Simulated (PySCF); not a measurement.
F2Ge, neutral, multiplicity 1.

```xyz
3

Ge     0.0000     0.0000     0.4177
F      0.0000    -1.3212    -0.7425
F      0.0000     1.3212    -0.7425
```
Charge 0, spin multiplicity 1.

Coordinates come from a B3LYP-D3(BJ)/def2-TZVP optimisation. The isomer is the one that the SMILES or the coordinates give; other isomers of the formula were not compared.

All values below come from KT2/pcSseg-2 run with PySCF. Non-relativistic, no solvent.

Problem. Give the absolute GIAO shielding of each atom: isotropic value and principal components (ppm). (An estimate is asked for; the answer gives what the named calculation found.)

Solution. 
```json
[
 {"atom": "Ge1", "σ(iso)": "1361.6", "σ11": "1078.3", "σ22": "1298.1", "σ33": "1708.4", "span": "630.1"},
 {"atom": "F2", "σ(iso)": "68.2", "σ11": "-287.0", "σ22": "156.3", "σ33": "335.3", "span": "622.4"},
 {"atom": "F3", "σ(iso)": "68.2", "σ11": "-287.0", "σ22": "156.3", "σ33": "335.3", "span": "622.4"}
]
```
